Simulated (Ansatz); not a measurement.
CH2O, SMILES `[CH]O` (H–C–O–H torsion 0°) (charge 0, multiplicity 1).

Level of theory: frozen-core CCSD(T)/cc-pVTZ // PBE0-D3(BJ)/def2-TZVP in Ansatz (a first-principles code).

Ansatz 0.2 input:
```yaml
crystal:
  periodic: [false, false, false]
  atoms:
    - { symbol: C, position_ang: [0.619572, 0.552363, -0.008322] }
    - { symbol: O, position_ang: [-0.67234, 0.421551, 0.007296] }
    - { symbol: H, position_ang: [1.059645, -0.480218, -0.012025] }
    - { symbol: H, position_ang: [-1.006879, -0.493695, 0.01305] }
basis:
  gaussian: { orbitals: cc-pVTZ }
correlation:
  method: ccsd_t
```

Output:

```
Functional definition: HF
519 factors; integrals over basis functions are off by at most 1.0e-3 eV
mean field evaluation 1: about -3096.3046 eV, gradient 2.3e1 eV
mean field evaluation 2: about -3096.3069 eV, gradient 2.3e1 eV
mean field evaluation 4: about -3097.3736 eV, gradient 2.9e0 eV
mean field evaluation 8: about -3097.4025 eV, gradient 5.9e-4 eV
mean field evaluation 16: about -3097.3995 eV, gradient 6.4e-1 eV
mean field -3097.40248695 eV, -113.8274419004 hartree, gradient 2.9e-6 eV, S^2 0.000000; 0 other end points of the search recorded, 0 dependent functions left out; unrestricted orbitals would lower it
2 core orbitals not correlated
reference -3097.40248695 eV, -113.8274419004 hartree; 6, 6 occupied and 80, 80 virtual orbitals, 519 factors
second order -10.41914515 eV of doubles, -0.00000000 eV of singles
cycle   1  -10.52533746 eV  change   -1.1e-1 eV  update   8.0e-2
cycle   2  -10.82617339 eV  change   -3.0e-1 eV  update   2.7e-2
cycle   3  -10.91881778 eV  change   -9.3e-2 eV  update   1.7e-2
cycle   4  -10.90299386 eV  change    1.6e-2 eV  update   4.9e-3
cycle   5  -10.90500209 eV  change   -2.0e-3 eV  update   2.0e-3
cycle   6  -10.90485548 eV  change    1.5e-4 eV  update   5.6e-4
cycle   7  -10.90461561 eV  change    2.4e-4 eV  update   1.8e-4
cycle   8  -10.90468108 eV  change   -6.5e-5 eV  update   8.3e-5
cycle   9  -10.90468746 eV  change   -6.4e-6 eV  update   3.0e-5
cycle  10  -10.90467455 eV  change    1.3e-5 eV  update   1.3e-5
perturbative correction -0.42704063 eV, -0.0156934536 hartree
Total energy: -3108.73420213 eV, -114.2438747524 hartree
```
